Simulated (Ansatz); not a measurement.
Basis-set extrapolation for C2H8O2Si (`C[SiH2]OCO`) (PBE0-D4/def2-TZVP geometry, frozen core, Ansatz). Multiplicity 1, RHF reference.

```
                      def2-TZVPP   def2-QZVPP
                 HF  -519.209563  -519.229948
    MP2 correlation    -0.951542    -1.022160
CCSD(T) correlation    -1.031335      not run
```

Energies in hartree. Use E(X) = E(∞) + A·exp(−7.88·√X) for Hartree–Fock and E(X) = E(∞) + B·X^(−2.97) for correlation, with X = 3 and 4, and add CCSD(T) minus MP2 of the smaller set to the MP2 limit.

**Question.** What is the CCSD(T) energy at the basis-set limit?

**Answer.** HF limit: -519.229948 + (-0.020385) × 0.13774 = -519.23276. MP2 limit: -1.022160 + (-0.070618) × 0.74074 = -1.07447. Higher-order term: -1.031335 − (-0.951542) = -0.07979. Total: -520.38702 hartree, 91.7 kcal/mol below CCSD(T)/def2-TZVPP.
